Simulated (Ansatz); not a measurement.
Calculated with Ansatz (gas phase, PBE0-D4/def2-TZVP geometries, no zero-point term in ΔE). CCSD(T)/CBS adds triple-zeta CCSD(T) − MP2 to the extrapolated MP2 energy (def2 sets, frozen cores). This one scheme is used for every species. DFT in def2-TZVPP. For Br, Ga outer-core shells are correlated without core-valence functions, which leaves a few kJ/mol of doubt a bond. Scalar relativity is left out up to krypton. One conformer a species, not always the lowest.

`[OH][Ga]([Br])[Br]` + H–F → `[OH][Ga]([F])[Br]` + HBr  (ligand exchange at a Ga–Br bond)

CCSD(T)/CBS gives +52.0 kJ/mol.

Question: Another level gave +42.6 kJ/mol. Which?
A. BHLYP/def2-TZVPP
B. r2SCAN0-D4/def2-TZVPP
C. B97M-V/def2-TZVPP
D. BLYP/def2-TZVPP

Answer: A. BHLYP 42.6, BLYP 31.9, B97M-V 37.5, r2SCAN0-D4 49.7 kJ/mol.

Largest T1 diagnostic among the species: 0.012.

From r2SCAN to r2SCAN0 (25 % exact exchange), in def2-TZVPP and without D4, ΔE moves by +6.3 kJ/mol. At CCSD(T), def2-SVP lies −24.0 kJ/mol from the extrapolated value and def2-TZVPP −6.5 kJ/mol.
